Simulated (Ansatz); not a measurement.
Mulliken charges of `N[SiH]1OC1=O` from PBE/def2-TZVPP in Ansatz (PBE0-D4/def2-TZVP geometry).

| atom | x (Å) | y (Å) | z (Å) | charge (e) |
| --- | --- | --- | --- | --- |
| N1 | -0.866 | 0.395 | 1.116 | -0.378 |
| Si2 | 0.436 | -0.159 | 0.213 | 0.352 |
| O3 | 0.912 | 0.681 | -1.183 | -0.227 |
| C4 | 0.406 | -0.567 | -1.554 | 0.151 |
| O5 | 0.273 | -1.019 | -2.637 | -0.190 |
| H6 | -1.747 | 0.682 | 0.723 | 0.176 |
| H7 | -0.829 | 0.484 | 2.117 | 0.171 |
| H8 | 1.507 | -0.554 | 1.148 | -0.055 |

**Question.** By hand: the dipole of these point charges (1 e Å = 4.8032 D).

**Answer.** Σ q r = (-0.249, -0.019, 0.614) e Å, of length 0.663 e Å = 3.18 D.

**Question.** How does the dipole of the full density compare? (Best estimate.)

**Answer.** Computed: (-0.311, 0.171, 1.004) e Å, 5.11 D; the point charges give 0.62 times that, at 12° from its direction.

Point charges leave out the atoms' own dipoles, such as those of lone pairs, and Mulliken's split depends on the basis, so the two needn't agree.
